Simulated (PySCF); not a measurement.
# Structure from NMR data

Molecular formula: C6H6ClF. Simulated spectra:

$^{1}$H NMR (400 MHz, computed): δ 6.61 (m, 1H), 6.46 (m, 1H), 6.17 (m, 1H), 5.18 (m, 1H), 3.00 (m, 1H), 2.72 (m, 1H).

$^{13}$C{$^{1}$H} NMR (computed): δ 149.2 (C), 136.8 (CH), 127.6 (CH), 126.5 (CH), 86.5 (CH), 43.0 (CH2).

How the numbers were obtained: shielding tensors at PBE0/pcSseg-1 (GIAO), GFN2-xTB geometry, in PySCF (gas phase, single conformer, no relativistic terms).

Scale: $^{1}$H (σ = 31.72 ppm) and $^{13}$C (σ = 186.93 ppm) vs TMS (reference shieldings calculated alike).

Which of these isomers gave the spectra?
A. F[C@@H]1[C@H]2C[C@@H]3[C@H]2[C@]13Cl
B. C=C/C(F)=C/C=C\Cl
C. F[C@H]1C=CC=C(Cl)C1

## Answers

C. 

Rings plus π bonds: 3 (1 ring in the answer). 6 carbon signals for 6 carbons: no two carbons are equivalent. Carbon types of the structure: 1 × C, 4 × CH, 1 × CH2, which accounts for all hydrogens. δC 149.2: fully substituted alkene carbon; as expected for a trigonal carbon in a double bond. δC 136.8, 127.6, 126.5: alkene CH; the olefinic region. δC 86.5: allylic sp3 CH bonded to F; deshielded by the electronegative neighbour. δH 5.18: hydrogen on an allylic sp3 CH bonded to F; its carbon carries F, an electronegative neighbour. δH 3.00, 2.72: hydrogen on an allylic sp3 CH2; allylic position.

The others: C=C/C(F)=C/C=C\Cl has carbons computed at 169.1, 136.6, 132.4, 130.3, 125.7, 113.0; F[C@@H]1[C@H]2C[C@@H]3[C@H]2[C@]13Cl has carbons computed at 108.0, 52.1, 46.0, 42.7, 34.4, 31.4.

Carbons that carry Cl, above all several Cl atoms, come out too deshielded, partly because spin–orbit coupling is missing. Splittings by $^{19}$F in the carbon and heteronuclear signals aren't shown, as no couplings were computed. Shifts are as computed. Against solution values, carbons near 30 ppm lie about +3 ppm off and those near 130 ppm about +5 ppm; carbons on Cl a further +6 ppm. Of 1211 compounds with measured shifts, 218 miss one by over three times the rms of a fit or turn the order of signals round; such compounds aren't used in these exercises. No couplings were computed; multiplicities are counted from neighbouring protons, with m where these are inequivalent, close in shift, in a saturated or five-membered ring or joined by F or P, and br s for small geminal =CH2 splittings.
